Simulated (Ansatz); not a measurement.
Abridged output of a molecular run in Ansatz:

```
Functional definition: HF
1196 factors; integrals over basis functions are off by at most 1.6e-3 eV
mean field evaluation 1: about -57993.9491 eV, gradient 3.7e1 eV
mean field evaluation 2: about -57993.9548 eV, gradient 3.7e1 eV
mean field evaluation 4: about -57997.2858 eV, gradient 4.4e0 eV
mean field evaluation 8: about -57997.3507 eV, gradient 3.4e-1 eV
mean field evaluation 16: about -57997.2795 eV, gradient 4.4e0 eV
mean field -57997.35173485 eV, -2131.3633642389 hartree, gradient 2.6e-6 eV, S^2 0.000000; 0 other end points of the search recorded, 0 dependent functions left out
13 core orbitals not correlated: weight in the atoms' cores, before any rotation towards them, 1.000 or more for the frozen orbitals, at most 0.000 for the correlated occupied ones
reference -57997.35173485 eV, -2131.3633642389 hartree; 19, 19 occupied and 86, 86 virtual orbitals, 1196 factors
second order -22.66078747 eV of doubles, -0.00000000 eV of singles
cycle   1  -22.53067518 eV  change    1.3e-1 eV  update   1.3e-1
cycle   2  -23.29825528 eV  change   -7.7e-1 eV  update   4.1e-2
cycle   3  -23.47457824 eV  change   -1.8e-1 eV  update   2.3e-2
cycle   4  -23.45819019 eV  change    1.6e-2 eV  update   6.4e-3
cycle   5  -23.45788851 eV  change    3.0e-4 eV  update   3.4e-3
cycle   6  -23.45868064 eV  change   -7.9e-4 eV  update   1.2e-3
cycle   7  -23.45805427 eV  change    6.3e-4 eV  update   5.5e-4
cycle   8  -23.45796950 eV  change    8.5e-5 eV  update   1.8e-4
cycle   9  -23.45804669 eV  change   -7.7e-5 eV  update   7.0e-5
cycle  10  -23.45805820 eV  change   -1.2e-5 eV  update   2.2e-5
perturbative correction -0.78638653 eV, -0.0288991720 hartree
Total energy: -58021.59617959 eV, -2132.2543311494 hartree
```

Its atoms:

```xyz
11

C     1.4509   -0.0387    1.2867
O     1.6476   -0.4692   -0.0503
C     0.5686   -0.3959   -0.8493
N    -0.5549    0.0112   -0.5050
Ga   -2.2800    0.3712   -0.9180
H     2.4097   -0.1633    1.7860
H     1.1405    1.0081    1.3151
H     0.6844   -0.6410    1.7791
H     0.8585   -0.7554   -1.8426
H    -2.6049    1.8309   -1.3657
H    -3.3203   -0.7579   -0.6359
```

**Question.** Which basis set was used?
A. def2-TZVPPD
B. cc-pV(T+d)Z
C. def2-SVP
D. def2-TZVPP

**Answer.** C. It gives 118 functions.

**Question.** Write the keys of the input that set method, charge and spin (a neutral closed shell needs none for the last two).

**Answer.** 
```yaml
correlation: {method: ccsd_t}
```
